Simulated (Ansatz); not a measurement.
C$_{2}$H$_{6}$ClO$_{2}$Sc (`C[O][Sc]([Cl])[O]C`). Total charge 0; spin multiplicity 1.

```xyz
12

C    -1.5771    2.1051    0.8529
O    -0.4315    1.5251    0.3269
Sc    1.0167    0.6085   -0.3594
Cl    2.9280    1.7566   -1.0481
O     0.9263   -1.2302   -0.4979
C     0.7435   -2.6045   -0.5567
H    -1.9448    2.9015    0.1961
H    -1.3716    2.5473    1.8343
H    -2.3759    1.3639    0.9731
H    -0.2841   -2.8783   -0.2904
H     0.9474   -2.9796   -1.5660
H     1.4229   -3.1153    0.1351
```

**Question.** What are the harmonic wavenumbers in cm⁻¹ at PBE0-D4/def2-TZVP (Ansatz, finite differences of forces, unscaled)? (Best estimate.)

**Answer.** Ansatz gave: 19, 21, 47, 54, 64, 133, 150, 206, 211, 374, 552, 604, 1177, 1179, 1180, 1180, 1209, 1239, 1476, 1478, 1489, 1490, 1490, 1490, 3004, 3006, 3070, 3070, 3074, 3074.

**Question.** Is this a minimum?

**Answer.** Yes, all 30 modes are real.

**Question.** Give the ideal-gas thermochemistry at 298.15 K and 1 bar (rigid rotor, harmonic oscillator; point group Cs, symmetry number 1).

**Answer.** Zero-point energy 220.2 kJ/mol; H(298) − E = 249.8 kJ/mol; entropy 458.1 J/(mol·K), of which translation 170.7, rotation 123.3, vibration 164.0; G(298) − E = 113.2 kJ/mol. Modes under 100 cm⁻¹ are hindered rotations or soft bends, so the harmonic entropy is rough.

**Question.** Rotational constants (cm⁻¹)?

**Answer.** 0.05294, 0.05216, 0.02654.
